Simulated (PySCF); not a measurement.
## Two-component Hartree-Fock for Tc⁺ (technetium, charge +1)

Start: [Kr] 4d5 5p1; 4d5/2 filled at m_j = -3/2, -1/2, +1/2, +3/2, +5/2; 5p3/2 filled at m_j = +3/2. Calculated with PySCF 2.14 in x2c-TZVPall-2c with one added diffuse shell each of s, p, d type (9s10p8d1f, 86 functions): generalised Hartree-Fock with the X2C-1e Hamiltonian and a Gaussian nucleus; one run each with spin-orbit coupling (SO) switched off, then screened by Boettger's factors. This is a chosen level, not necessarily the ground level.

```json
{"spinor shell": "1s1/2", "electrons": "2", "ε, spin-free (eV)": "-21168.6", "ε, screened SO (eV)": "-21167.4", "weight of nominal j (screened SO)": "1.000", "rms radius, screened SO (bohr)": "0.0394"}
{"spinor shell": "2s1/2", "electrons": "2", "ε, spin-free (eV)": "-3105.1", "ε, screened SO (eV)": "-3104.8", "weight of nominal j (screened SO)": "1.000", "rms radius, screened SO (bohr)": "0.162"}
{"spinor shell": "2p1/2", "electrons": "2", "ε, spin-free (eV)": "-2773.3", "ε, screened SO (eV)": "-2855.0", "weight of nominal j (screened SO)": "1.000", "rms radius, screened SO (bohr)": "0.141"}
{"spinor shell": "2p3/2", "electrons": "4", "ε, spin-free (eV)": "-2773.3", "ε, screened SO (eV)": "-2735.2", "weight of nominal j (screened SO)": "1.000", "rms radius, screened SO (bohr)": "0.145"}
{"spinor shell": "3s1/2", "electrons": "2", "ε, spin-free (eV)": "-581.37", "ε, screened SO (eV)": "-581.32", "weight of nominal j (screened SO)": "1.000", "rms radius, screened SO (bohr)": "0.442"}
{"spinor shell": "3p1/2", "electrons": "2", "ε, spin-free (eV)": "-469.53", "ε, screened SO (eV)": "-483.77", "weight of nominal j (screened SO)": "1.000", "rms radius, screened SO (bohr)": "0.439"}
{"spinor shell": "3p3/2", "electrons": "4", "ε, spin-free (eV)": "-469.53", "ε, screened SO (eV)": "-462.90", "weight of nominal j (screened SO)": "1.000", "rms radius, screened SO (bohr)": "0.450"}
{"spinor shell": "3d3/2", "electrons": "4", "ε, spin-free (eV)": "-288.59", "ε, screened SO (eV)": "-291.14", "weight of nominal j (screened SO)": "0.963", "rms radius, screened SO (bohr)": "0.433"}
{"spinor shell": "3d5/2", "electrons": "6", "ε, spin-free (eV)": "-288.59", "ε, screened SO (eV)": "-286.88", "weight of nominal j (screened SO)": "0.975", "rms radius, screened SO (bohr)": "0.437"}
{"spinor shell": "4s1/2", "electrons": "2", "ε, spin-free (eV)": "-98.353", "ε, screened SO (eV)": "-98.380", "weight of nominal j (screened SO)": "1.000", "rms radius, screened SO (bohr)": "1.13"}
{"spinor shell": "4p1/2", "electrons": "2", "ε, spin-free (eV)": "-64.918", "ε, screened SO (eV)": "-70.637", "weight of nominal j (screened SO)": "0.654", "rms radius, screened SO (bohr)": "1.26"}
{"spinor shell": "4p3/2", "electrons": "4", "ε, spin-free (eV)": "-64.918", "ε, screened SO (eV)": "-62.187", "weight of nominal j (screened SO)": "0.827", "rms radius, screened SO (bohr)": "1.26"}
{"spinor shell": "4d5/2", "electrons": "5", "ε, spin-free (eV)": "-22.785", "ε, screened SO (eV)": "-22.824", "weight of nominal j (screened SO)": "0.576", "rms radius, screened SO (bohr)": "1.76"}
{"spinor shell": "5p3/2", "electrons": "1", "ε, spin-free (eV)": "-9.812", "ε, screened SO (eV)": "-9.740", "weight of nominal j (screened SO)": "1.000", "rms radius, screened SO (bohr)": "4.29"}
```

```json
{"quantity": "E (hartree)", "spin-free": "-4282.40394", "screened SO": "-4282.95551"}
{"quantity": "M_J", "spin-free": "4", "screened SO": "4"}
{"quantity": "⟨J²⟩", "spin-free": "20.006", "screened SO": "20.005"}
{"quantity": "⟨L²⟩", "spin-free": "2.004", "screened SO": "2.031"}
{"quantity": "⟨S²⟩", "spin-free": "12.001", "screened SO": "11.985"}
```

Each row is a mean over spinors that exchange with the open shell spreads, by up to 9.926 eV (4p3/2).

Rows whose weight is well below 1 are mixtures of j = l ± 1/2: exchange outweighs spin-orbit coupling there, and the label is only the starting occupation.

Breit and QED terms are absent; they matter most for the inner s and p1/2 levels.

Densities and radii are taken from the X2C orbitals without a picture-change correction, which distorts them close to the nucleus.

Without spin-orbit coupling the j labels of p, d and f shells carry no meaning; the spin-free column gives the mean over the occupied spinors of each nl shell.
